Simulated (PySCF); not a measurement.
Gas-phase XPS of CF2Cl-CCl3, computed

CF2Cl-CCl3, C2Cl4F2.
Bonds: F1–C2, C2–F3, C2–Cl4, C2–C5, C5–Cl6, C5–Cl7, C5–Cl8.

Computed, not measured: delta-SCF UKS SCAN, pcX-2 on the ionised atom, pcseg-1 elsewhere, spin-free X2C (PySCF). These are vertical core ionisation energies against the vacuum level, from separate self-consistent calculations with and without the core hole.

What binding energy does each computed site have?

```csv
atom(s),environment,level,binding energy (eV),2p1/2 (eV),above the level's lowest (eV),count
F1/F3,fluorine of a CF2 group,F 1s,694.57,–,0.00,2
C2,CF2 carbon,C 1s,298.10,–,+2.01,1
C5,CCl3 carbon,C 1s,296.09,–,0.00,1
Cl4,chlorine on a fluorinated carbon,Cl 2p3/2,207.27,208.92,+0.15,1
Cl6/Cl7/Cl8,chlorine of a CCl3 group,Cl 2p3/2,207.12,208.77,0.00,3
```

The listed C 1s values span 2.01 eV, from C5 (bonded to 3 Cl and C) to C2 (bonded to 2 F, Cl and C). Summing the Pauling electronegativity differences to the bonded atoms, each weighted by its formal bond order, gives +1.83 for the lowest site and +3.47 for the highest.

The 2 Cl 2p3/2 values lie within 0.15 eV of each other.

Which photon energy gives electrons from C 1s of C2 a kinetic energy of 150 eV, and what is their de Broglie wavelength?

hν = 298.10 + 150 = 448.10 eV, recoil neglected; λ = 12.264 Å/√(E/eV) = 1.00 Å.

Which effective nuclear charge Zeff reproduces each element's mean 1s value in the hydrogen-like formula E = 13.606 eV × Zeff²?

C (Z = 6): mean 297.1 eV, Zeff = 4.67, Z − Zeff = 1.33; F (Z = 9): mean 694.6 eV, Zeff = 7.14, Z − Zeff = 1.86. Means run over the listed sites, weighted by atom count.

One atom of each set of topologically equivalent atoms was ionised and stands for the set; in this conformer not all members are related by symmetry, and their own values weren't computed. For 2p shells one spin-free hole was relaxed; a mean-field spin–orbit operator and the ground-state splitting of the three 2p orbitals were then diagonalised within the shell. The shell's mean is (2 × 2p3/2 + 2p1/2)/3, and the degeneracies 2j + 1 give areas of 2:1. 2p1/2 minus 2p3/2 (ligand field included): Cl 1.65 eV. Isolated species at its PBE0-D3(BJ)/def2-SVP geometry, gas phase.

Cost: about 22 s of CPU time on one thread; the machine was shared, so the figure is rough.

Shape of the structure used: `[F:1][C:2]([F:3])([Cl:4])[C:5]([Cl:6])([Cl:7])[Cl:8]`: F1–C2–C5–Cl6 -60°.
